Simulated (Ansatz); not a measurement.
This singlet lies 0.96 eV below the relaxed triplet at the level composite: frozen-core CCSD(T) with HF/cc-pVQZ and the correlation energy extrapolated as X^-3 from cc-pVTZ and cc-pVQZ, plus CCSDT(Q) minus CCSD(T) in cc-pVDZ // PBE0-D3(BJ)/def2-TZVP (Ansatz, a quantum-chemistry and plane-wave program).

Species: CH2O, SMILES `[CH]O` (lower singlet; H–C–O–H torsion 0°) (charge 0, multiplicity 1).

### Question
Give a relaxed geometry from PBE0-D3(BJ)/def2-TZVP (Ansatz).

### Answer
Several could match; the one computed here: the end point of this relaxation, one of several conformers (outside a Z-matrix the atoms follow the SMILES, hydrogens last).
Z-matrix (Å, degrees):
```
O
H 1 0.9746
C 1 1.2987 2 115.85
H 3 1.1224 1 107.31 2 0.00
```
